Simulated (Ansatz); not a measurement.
Consider the substitution at a C–Si bond: `[SiH3]/C=C\S` + `O[SiH3]` → `[SiH3]O/C=C\S` + SiH₄.

Gas-phase electronic energies from Ansatz, PBE0-D4/def2-TZVP geometries. CCSD(T)/CBS is the MP2 limit (def2-TZVPP, def2-QZVPP) plus CCSD(T) − MP2 in def2-TZVPP, frozen cores. This one scheme is used for every species. Double bonds are as drawn, so ΔE can hold a change between cis and trans. DFT in def2-TZVPP. B3LYP here is the variant with VWN-RPA as its local correlation; programs differ in this. Each species was taken in one conformer, which may not be the lowest.

Task: Is it downhill or uphill in electronic energy at CCSD(T)/CBS, and by how much? (Estimate.)

Result: The calculation gave: Uphill: ΔE = +0.66 eV.

Task: What do these levels give: r2SCAN-D4, PBE0-D4, B3LYP-D4, B2PLYP, PBE, PBE0, B3LYP, MP2/def2-TZVPP, HF/def2-QZVPP, SCS-MP2/def2-QZVPP, HF/CBS(def2), CCSD/CBS(def2)? (An estimate is asked.)

Result: The calculation gave: r2SCAN-D4 0.61, PBE0-D4 0.61, B3LYP-D4 0.56, B2PLYP 0.59, PBE 0.58, PBE0 0.60, B3LYP 0.54, MP2/def2-TZVPP 0.68, HF/def2-QZVPP 0.50, SCS-MP2/def2-QZVPP 0.65, HF/CBS(def2) 0.50, CCSD/CBS(def2) 0.65 eV.

Largest T1 diagnostic among the species: 0.013.

In def2-TZVPP, CCSD(T) changes the Hartree–Fock value by +0.11 eV (the triples alone add +0.01 eV) and MP2 by +0.17 eV.
